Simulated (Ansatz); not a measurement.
A structure relaxed at PBE0-D4/def2-TZVP, charge 0, multiplicity 1:

```tsv
atom	x (Å)	y (Å)	z (Å)
C1	-0.102	-0.786	0.539
N2	-1.397	-0.129	0.250
Sb3	-0.989	1.241	-1.274
Si4	1.153	0.523	-0.045
H5	-0.026	-1.101	1.584
H6	-0.021	-1.692	-0.073
H7	-1.728	0.373	1.065
H8	-0.784	-0.026	-2.413
H9	2.438	0.101	-0.676
H10	1.456	1.497	1.042
```

(1) Give its formula and SMILES.

(2) Summarise the bond lengths by kind.

## Answers

(1) CH6NSbSi, `C1[NH][SbH][SiH2]1`.

(2) 1 × C–N 1.481 Å; 1 × C–Si 1.905 Å; 2 × C–H 1.094 to 1.096 Å; 1 × N–Sb 2.090 Å; 1 × H–N 1.014 Å; 1 × Sb–Si 2.572 Å; 1 × H–Sb 1.716 Å; 2 × H–Si 1.492 Å.

Computed with Ansatz.
